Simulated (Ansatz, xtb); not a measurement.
## Relative energy of two isomers of C4H11Ga

Structure X is `C[CH2][GaH][CH2]C`, a singlet and structure Y is `[CH3][GaH][CH](C)C`, a singlet. Both are isolated molecules in the gas phase, relaxed with PBE-D3(BJ)/def2-SVP; the shapes shown needn't be the lowest conformers.

X (Å):

```xyz
16

C     0.3701   -1.2289   -1.7426
C    -0.2281   -0.5297   -0.5175
C    -1.0059    2.4963    0.9778
C    -1.5703    1.6689    2.1383
Ga   -0.2382    1.4641   -0.5453
H     0.3437   -2.3368   -1.6542
H     1.4299   -0.9415   -1.9047
H    -0.1730   -0.9649   -2.6740
H    -1.2814   -0.8501   -0.3456
H     0.3034   -0.8288    0.4153
H     0.3721    2.2475   -1.7928
H    -0.2081    3.1894    1.3296
H    -1.7833    3.1690    0.5491
H    -1.9822    2.3041    2.9522
H    -0.7964    1.0186    2.5974
H    -2.3901    0.9974    1.8073
```

Y (Å):

```xyz
16

C     1.4912   -0.2070    2.6650
C    -0.0342   -0.1832   -0.5067
C    -1.5643   -0.2913   -0.3927
C     0.3835    0.5361   -1.7952
Ga    0.6671    0.7430    1.1297
H     1.0073    0.0973    3.6161
H     1.4394   -1.3093    2.5708
H     2.5601    0.0859    2.7459
H     0.5099    2.3301    1.2003
H     0.3911   -1.2113   -0.5087
H    -1.9998   -0.8056   -1.2800
H    -2.0460    0.7095   -0.3408
H    -1.8892   -0.8634    0.5023
H     1.4855    0.5692   -1.9266
H    -0.0367    0.0339   -2.6968
H     0.0199    1.5861   -1.8126
```

Quicker runs give these differences E(Y) − E(X): GFN2-xTB −2.6 kcal/mol; HF/STO-3G −1.6 kcal/mol (at GFN2-xTB geometries); r2SCAN-D4/def2-SVP −2.3 kcal/mol (at GFN2-xTB geometries).

Estimate E(Y) − E(X) at the level CCSD(T)/def2-SVP + ΔMP2/def2-TZVPP.

Calculated at CCSD(T)/def2-SVP + ΔMP2/def2-TZVPP: E(Y) − E(X) = −2.1 kcal/mol, so structure Y lies lower.

The same difference at several levels:

```
                             level             geometry  E(Y) − E(X) (kcal/mol)  departure from the last row (kcal/mol)  job, with rough time for the two
                          GFN2-xTB             GFN2-xTB                      −2.6                                    −0.5              optimisation, 0.54 s
                         HF/STO-3G             GFN2-xTB                      −1.6                                    +0.5               single point, 2.6 s
                r2SCAN-D4/def2-SVP             GFN2-xTB                      −2.3                                    −0.2               single point, 4.5 s
               PBE-D3(BJ)/def2-SVP  PBE-D3(BJ)/def2-SVP                      −1.3                                    +0.8                optimisation, 38 s
                       HF/def2-SVP  PBE-D3(BJ)/def2-SVP                      −0.5                                    +1.6           part of the CCSD(T) run
                      MP2/def2-SVP  PBE-D3(BJ)/def2-SVP                      −1.9                                    +0.2           part of the CCSD(T) run
                  CCSD(T)/def2-SVP  PBE-D3(BJ)/def2-SVP                      −1.6                                    +0.5                      single point
CCSD(T)/def2-SVP + ΔMP2/def2-TZVPP  PBE-D3(BJ)/def2-SVP                      −2.1                                                        single point, 77 s
```

As drawn, both hold the same kinds of bond in the same numbers. Structure X has 2 methyl groups, Y 3.

HF/def2-SVP finds them nearly level. The largest departure from CCSD(T)/def2-SVP + ΔMP2/def2-TZVPP is that of HF/def2-SVP, 1.6 kcal/mol. A small imaginary or near-zero mode remains, so no thermal terms are given. The last row adds to CCSD(T) the change of the MP2 difference between the two basis sets, here −0.5 kcal/mol.

The correlated steps freeze 13 core orbitals; the filled d shell of Ga is correlated, in a basis made for valence electrons. Codes used: Ansatz 0.2.0, xtb 6.7.1; the last row on 2 threads of Intel(R) Xeon(R) Platinum 8488C (Sapphire Rapids) on a shared host.
